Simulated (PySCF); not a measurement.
Computed shifts of a molecule CH₄F₂OSi, PBE/pcSseg-1 (PySCF), GIAO, gas phase, atoms alike by connectivity averaged where their shifts nearly agree, in ppm (number of nuclei): ²⁹Si: -60.0 (1). ¹⁹F: -169.6 (2). ¹³C: 56.0 (1). ¹H: 4.71 (1), 4.27 (3). References: ²⁹Si against TMS (σ = 335.4 ppm); ¹⁹F against CFCl3 (σ = 133.6 ppm); ¹⁷O against H2O (σ = 334.3 ppm); ¹³C against TMS (σ = 182.0 ppm); ¹H against TMS (σ = 31.49 ppm), references at their B3LYP-D3(BJ)/def2-TZVP geometries, non-relativistic. Geometry: r2SCAN-D4/def2-SVP. Other conformers were not sampled.

Question: Which molecule gave these data?
A) O[Si@@H](F)CF
B) OC[SiH](F)F
C) O[SiH2]C(F)F
D) CO[SiH](F)F

Answer: D, CO[SiH](F)F
